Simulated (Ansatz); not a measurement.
Computed with Ansatz on PBE0-D4/def2-TZVP structures; ΔE is electronic, products minus reactants. CCSD(T)/CBS is the MP2 limit (def2-TZVPP, def2-QZVPP) plus CCSD(T) − MP2 in def2-TZVPP, frozen cores. Functionals use def2-TZVPP. B3LYP here is the variant with VWN-RPA as its local correlation; programs differ in this. def2 core potentials past Kr. For Sn outer-core shells are correlated without core-valence functions, which leaves a few kJ/mol of doubt a bond. One conformer a species, not always the lowest.

Consider the redistribution: `C=[CH][SnH3]` + `O[SiH2][Si](F)(Cl)Cl` → `C=[CH][SnH2][Cl]` + `O[SiH2][SiH](F)Cl`.

| level | ΔE (kJ/mol) | difference from CCSD(T)/CBS |
| --- | --- | --- |
| PBE-D4 | 8.5 | 5.7 |
| r2SCAN-D4 | 8.2 | 5.4 |
| PBE0-D4 | 8.5 | 5.7 |
| B3LYP-D4 | 5.5 | 2.7 |
| ωB97M-V | 9.4 | 6.6 |
| PBE | 5.8 | 3.0 |
| r2SCAN | 7.6 | 4.8 |
| PBE0 | 6.2 | 3.4 |
| B3LYP | 0.9 | -1.9 |
| HF/def2-TZVPP | -5.9 | -8.7 |
| MP2/def2-TZVPP | 10.1 | 7.3 |
| SCS-MP2/def2-TZVPP | 5.9 | 3.1 |
| MP2/def2-QZVPP | 5.9 | 3.1 |
| SCS-MP2/def2-QZVPP | 1.9 | -0.9 |
| HF/CBS(def2) | -7.6 | -10.4 |
| MP2/CBS(def2) | 3.6 | 0.8 |
| CCSD(T)/CBS | 2.8 | 0 |

Largest T1 diagnostic among the species: 0.013.

The D4 term adds +4.6 kJ/mol with B3LYP and +2.3 kJ/mol with PBE0; it sums over pairs of atoms, weighted by their polarisabilities, and B3LYP, whose exchange is more repulsive, gets the larger term. In def2-TZVPP, CCSD(T) changes the Hartree–Fock value by +15.2 kJ/mol (the triples alone add +1.5 kJ/mol) and MP2 by +16.0 kJ/mol.
